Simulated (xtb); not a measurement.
xtb input (GFN2-xTB):

```bash
xtb mol.xyz --gfn 2 --ohess tight --chrg -1 --uhf 0
```
mol.xyz:
```
14

C     -1.24242183    -0.83088880    -0.17151809
C     -0.10115026     0.01507532     0.41735686
C     -0.00128464     1.39869273    -0.29938080
C      1.22041742    -0.72952194     0.24821064
O      2.29152192     0.03254718     0.89171868
H     -2.16978309    -0.33070293    -0.07622763
H     -1.26253150    -1.74043290     0.31446363
H     -1.05256893    -0.98568653    -1.30029421
H     -0.26785027     0.18964464     1.47143098
H      0.15724509     1.33760660    -1.34669536
H      0.70486907     2.04454014     0.17005199
H     -0.97069413     1.92448979    -0.11504124
H      1.20284892    -1.65609683     0.66495155
H      1.48488700    -0.79678736    -0.81962789
```

Output:

```
           -------------------------------------------------
          |                Calculation Setup                |
           -------------------------------------------------

           -------------------------------------------------
          |                 G F N 2 - x T B                 |
           -------------------------------------------------

        Reference                      10.1021/acs.jctc.8b01176
      * Hamiltonian:
        H0-scaling (s, p, d)           1.850000    2.230000    2.230000
        zeta-weighting                 0.500000
      * Dispersion:
        s8                             2.700000
        a1                             0.520000
        a2                             5.000000
        s9                             5.000000
      * Repulsion:
        kExp                           1.500000    1.000000
        rExp                           1.000000
      * Coulomb:
        alpha                          2.000000
        third order                    shell-resolved
        anisotropic                    true
        a3                             3.000000
        a5                             4.000000
        cn-shift                       1.200000
        cn-exp                         4.000000
        max-rad                        5.000000

          ...................................................
          :                      SETUP                      :
          :.................................................:
          :  # basis functions                  29          :
          :  # atomic orbitals                  29          :
          :  # shells                           19          :
          :  # electrons                        32          :
          :  max. iterations                   250          :
          :  Hamiltonian                  GFN2-xTB          :
          :  restarted?                      false          :
          :  GBSA solvation                  false          :
          :  PC potential                    false          :
          :  electronic temp.          300.0000000     K    :
          :  accuracy                    1.0000000          :
          :  -> integral cutoff          0.2500000E+02      :
          :  -> integral neglect         0.1000000E-07      :
          :  -> SCF convergence          0.1000000E-05 Eh   :
          :  -> wf. convergence          0.1000000E-03 e    :
          :  Broyden damping             0.4000000          :
          :  net charge                         -1          :
          :  unpaired electrons                  0          :
          ...................................................

 iter      E             dE          RMSdq      gap      omega  full diag
   1    -17.4256122 -0.174256E+02  0.416E+00   11.79       0.0  T
   2    -17.5554322 -0.129820E+00  0.182E+00    9.08       1.0  T
   3    -17.5585911 -0.315887E-02  0.102E+00    8.20       1.0  T
   4    -17.5591571 -0.565956E-03  0.288E-01    7.66       1.0  T
   5    -17.5592486 -0.915808E-04  0.115E-01    7.77       1.0  T
   6    -17.5592714 -0.227158E-04  0.279E-02    7.84       1.0  T
[...]
 * 2 distinct bonds (by element types)

   Z      Z             #   av. dist./Å        max./Å        min./Å
   1 H    6 C           7     1.0922951     1.0972523     1.0886838
   6 C    6 C           2     1.5223773     1.5230930     1.5216617

           -------------------------------------------------
          |               Frequency Printout                |
           -------------------------------------------------
 projected vibrational frequencies (cm⁻¹)
eigval :       -0.00    -0.00    -0.00    -0.00     0.00     0.00
eigval :      116.43   193.76   204.48   249.74   324.06   415.46
eigval :      494.39   785.01   910.27   933.54   945.59   980.20
eigval :     1120.12  1151.51  1176.01  1224.72  1264.22  1297.03
eigval :     1334.38  1372.46  1389.74  1399.85  1496.14  1507.22
eigval :     1510.74  1512.39  1518.45  2036.22  2272.62  2903.42
eigval :     2921.38  2930.60  2982.17  2990.46  2995.79  3014.19
 reduced masses (amu)
   1: 11.06   2: 10.12   3: 10.93   4: 11.43   5: 11.47   6: 10.37   7:  9.47   8:  1.25
   9:  4.18  10:  7.42  11:  8.08  12:  7.13  13: 11.16  14:  9.17  15:  6.57  16:  2.74
  17:  4.90  18:  3.88  19:  6.01  20:  7.90  21:  7.21  22: 13.22  23:  4.32  24:  2.61
  25:  3.85  26:  2.80  27:  3.74  28:  3.22  29:  1.64  30:  1.64  31:  1.69  32:  1.62
  33:  1.60  34:  1.68  35:  1.34  36:  1.74  37:  1.76  38:  1.75  39:  1.83  40:  1.75
  41:  1.42  42:  1.68
 IR intensities (km·mol⁻¹)
   1: 18.15   2:  5.87   3:  9.97   4: 13.81   5: 13.66   6:  6.42   7:  8.96   8:  0.17
Molecule has no symmetry elements
It seems to be the C1 point group
   9:  6.43  10:  5.96  11:  3.88  12:  0.23  13:  1.55  14: 74.02  15: 17.75  16:  0.58
  17: 23.55  18:  2.34  19: 35.44  20:  7.57  21:  4.39  22:429.72  23: 12.74  24:  5.19
  25: 33.08  26: 41.76  27: 53.64  28: 47.94  29:  8.94  30: 15.44  31: 66.62  32: 42.46
  33:  1.32  34:650.06  35:491.28  36: 87.02  37: 13.29  38:294.40  39: 10.30  40:169.86
  41: 62.72  42: 16.82
 Raman intensities (Ä⁴*amu⁻¹)
   1:  0.00   2:  0.00   3:  0.00   4:  0.00   5:  0.00   6:  0.00   7:  0.00   8:  0.00
   9:  0.00  10:  0.00  11:  0.00  12:  0.00  13:  0.00  14:  0.00  15:  0.00  16:  0.00
  17:  0.00  18:  0.00  19:  0.00  20:  0.00  21:  0.00  22:  0.00  23:  0.00  24:  0.00
  25:  0.00  26:  0.00  27:  0.00  28:  0.00  29:  0.00  30:  0.00  31:  0.00  32:  0.00
  33:  0.00  34:  0.00  35:  0.00  36:  0.00  37:  0.00  38:  0.00  39:  0.00  40:  0.00
  41:  0.00  42:  0.00
 output can be read by thermo (or use thermo option).
 writing <g98.out> molden fake output.
 recommended (thermochemical) frequency scaling factor: 1.0
           -------------------------------------------------
          |             Thermodynamic Functions             |
           -------------------------------------------------

c1  symmetry found (for desy threshold:  0.10E+00) used in thermo

          ...................................................
          :                      SETUP                      :
          :.................................................:
          :  # frequencies                          36      :
          :  # imaginary freq.                       0      :
          :  linear?                             false      :
          :  only rotor calc.                    false      :
          :  symmetry                               c1      :
          :  rotational number                       1      :
          :  scaling factor                  1.0000000      :
          :  rotor cutoff                   50.0000000 cm⁻¹ :
          :  imag. cutoff                  -20.0000000 cm⁻¹ :
          :.................................................:

    mode    ω/cm⁻¹     T·S(HO)/kcal·mol⁻¹    T·S(FR)/kcal·mol⁻¹   T·S(vib)
   ------------------------------------------------------------------------
       1    116.43    -0.94181 ( 96.71%)    -0.80582 (  3.29%)    -0.93734
       2    193.76    -0.65341 ( 99.56%)    -0.65506 (  0.44%)    -0.65342
       3    204.48    -0.62386 ( 99.64%)    -0.63913 (  0.36%)    -0.62392
       4    249.74    -0.51653 ( 99.84%)    -0.57993 (  0.16%)    -0.51663
   ------------------------------------------------------------------------

   temp. (K)  partition function   enthalpy   heat capacity  entropy
                                   cal/mol     cal/K/mol   cal/K/mol   J/K/mol
 298.15  VIB   15.4                 2293.648     16.198     13.114
         ROT  0.977E+05              888.752      2.981     25.813
         INT  0.150E+07             3182.400     19.179     38.927
         TR   0.605E+27             1481.254      4.968     38.767
         TOT                        4663.6542    24.1467    77.6939   325.0712

       T/K    H(0)-H(T)+PV         H(T)/Eh          T*S/Eh         G(T)/Eh
   ------------------------------------------------------------------------
    298.15    0.743201E-02    0.125611E+00    0.369149E-01    0.886965E-01
   ------------------------------------------------------------------------

         :::::::::::::::::::::::::::::::::::::::::::::::::::::
         ::                  THERMODYNAMIC                  ::
         :::::::::::::::::::::::::::::::::::::::::::::::::::::
         :: total free energy         -17.283691011859 Eh   ::
         ::.................................................::
         :: total energy              -17.372387498444 Eh   ::
         :: zero point energy           0.118179348798 Eh   ::
         :: G(RRHO) w/o ZPVE           -0.029482862213 Eh   ::
         :: G(RRHO) contrib.            0.088696486586 Eh   ::
         :::::::::::::::::::::::::::::::::::::::::::::::::::::

optimized geometry written to: xtbopt.xyz
Note: The following floating-point exceptions are signalling: IEEE_UNDERFLOW_FLAG IEEE_DENORMAL
normal termination of xtb

           -------------------------------------------------
          | TOTAL ENERGY              -17.372387498444 Eh   |
          | TOTAL ENTHALPY            -17.246776143583 Eh   |
          | TOTAL FREE ENERGY         -17.283691011859 Eh   |
          | GRADIENT NORM               0.000362522467 Eh/α |
          | HOMO-LUMO GAP               9.359284023861 eV   |
           -------------------------------------------------

------------------------------------------------------------------------
------------------------------------------------------------------------
 total:
 SCF:
 ANC optimizer:
 analytical hessian:
```

It need not be the lowest isomer of its formula. Whether it binds its extra electron was not tested at this geometry.
